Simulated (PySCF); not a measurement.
## From computed data to an observable: chemical shift, span and skew from a shielding tensor

ClH₂NZn, SMILES [Zn]([Cl])[NH2]. Atoms are numbered in the order given.

```xyz
5

Zn    -0.3268    -0.0184     0.0000
Cl     1.7582     0.0114     0.0000
N     -2.1303     0.1267     0.0000
H     -2.5871    -0.2644    -0.8160
H     -2.5871    -0.2644     0.8160
```
Charge 0, spin multiplicity 1.

Geometry optimised at r2SCAN-D4/def2-TZVP. Other conformers were not sampled.

GIAO shieldings from HF/pcSseg-2 run with PySCF, non-relativistic, no solvent. The symmetric part of the tensor of N3 has the principal values 266.1, 297.6, 308.1 ppm. The same nucleus in NH3 has σ = 262.2 ppm at this level (PySCF, at its B3LYP-D3(BJ)/def2-TZVP geometry). Without spin–orbit terms, shifts of atoms bonded to Cl or Br come out too high.

Work out the isotropic shielding, the ¹⁵N shift against NH3, the span and the skew.


σ(iso) = (σ11 + σ22 + σ33)/3 = 290.6 ppm. δ = σ(ref) − σ(iso) = 262.2 − (290.6) = -28.4 ppm.
Span Ω = σ33 − σ11 = 42.0 ppm. Skew κ = 3(σ(iso) − σ22)/Ω = -0.50. Tumbling in solution averages the tensor to δ; in a static solid the shielding alone would spread this spin-1/2 line over Ω.
